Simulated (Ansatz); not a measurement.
Cost and result up the ladder for WOCl4 (WCl₄O) (6 atoms). Total charge 0; singlet. Geometry: B3LYP-D4/def2-SVP.

```xyz
6

W     0.059    0.070   -0.004
O     1.138    1.355   -0.084
Cl   -1.869    1.015    0.867
Cl    0.412   -0.824    2.103
Cl    1.270   -1.727   -0.823
Cl   -1.011    0.112   -2.059
```

Ansatz on 4 threads of Intel Xeon Platinum 8175M on a shared host. Times are rough, and most runs start from the orbitals of an earlier one. ωB97M-V/def2-TZVP serves as the yardstick here, not as an exact answer. Differences are given only for rows in sets of like size (and for xTB, whose basis is part of the method), since another set adds its own error. Binding counts from free atoms at the same level (W quintet, O triplet, Cl doublet; other spins of the atoms weren't run), without zero-point energy or a counterpoise term.

In the def2 sets W takes a core potential; there is no spin–orbit coupling. Correlated methods freeze 21 core orbitals; core or outer-core shells of W are correlated, in sets that lack core-valence functions. The rows differ in basis, and correlated rows in double-zeta sets carry the largest basis error.

Correlated methods converge slowly with the basis, most of all in double-zeta sets.

| level | functions | wall time |
| --- | --- | --- |
| HF/def2-TZVP | 219 | 6.5 s |
| MP2/def2-TZVP | 219 | 7.5 s |
| ωB97M-V/def2-TZVP | 219 | 16 s |
| ωB97X-V/def2-TZVP | 219 | 17 s |
| CCSD(T)/def2-SVP | 118 | 17 s |
| ωB97X-V/def2-TZVPD | 267 | 22 s |

Question: Estimate what each level gives for the binding energy per atom (eV).

Answer: 
| level | binding energy per atom (eV) | difference from ωB97M-V/def2-TZVP (eV) | remarks |
| --- | --- | --- | --- |
| HF/def2-TZVP | 2.18 | -1.63 | – |
| MP2/def2-TZVP | 4.18 | 0.37 | test for broken spin undecided |
| ωB97M-V/def2-TZVP | 3.81 | 0.00 | – |
| ωB97X-V/def2-TZVP | 3.88 | 0.07 | – |
| CCSD(T)/def2-SVP | 3.54 | – | test for broken spin undecided |
| ωB97X-V/def2-TZVPD | 3.88 | 0.07 | – |
